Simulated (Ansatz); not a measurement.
The cluster PdSe2. The state is a triplet with charge 0. Geometry PBE0-D4/def2-TZVPD, that of the charge -1 doublet; atoms count from 1.

Cartesian coordinates in Å:
```
Pd 0.801 1.026 -0.523
Se -0.914 -0.663 -0.820
Se 0.113 -0.363 1.343
```

In the def2 sets Pd takes a core potential; there is no spin–orbit coupling. Another isomer (doublet) lies 0.38 eV lower at r2SCAN-D4/def2-TZVPD.

Question: Estimate the Mulliken populations from the PBE0/def2-TZVPD orbitals of Ansatz.

Answer: 
```
atom  charge (e)  spin (α − β)  d electrons
 Pd1        0.06          0.45         9.25
 Se2       -0.03          0.78            –
 Se3       -0.03          0.78            –
```
Mulliken values and Mayer orders depend strongly on the basis. With diffuse functions, as here, like atoms can get unlike values, and bond orders can come out too low or too high.

Question: Where does the spin sit?

Answer: Summed by element: Pd 0.45, Se 1.55, of 2 unpaired in all. Largest on single atoms: Se2 0.78, Se3 0.78, Pd1 0.45.

Question: And the Mayer bond orders between bonded heavy atoms (over 0.3)?

Answer: Pd1–Se2 0.93 (2.43 Å); Pd1–Se3 0.93 (2.43 Å); Se2–Se3 1.16 (2.41 Å).
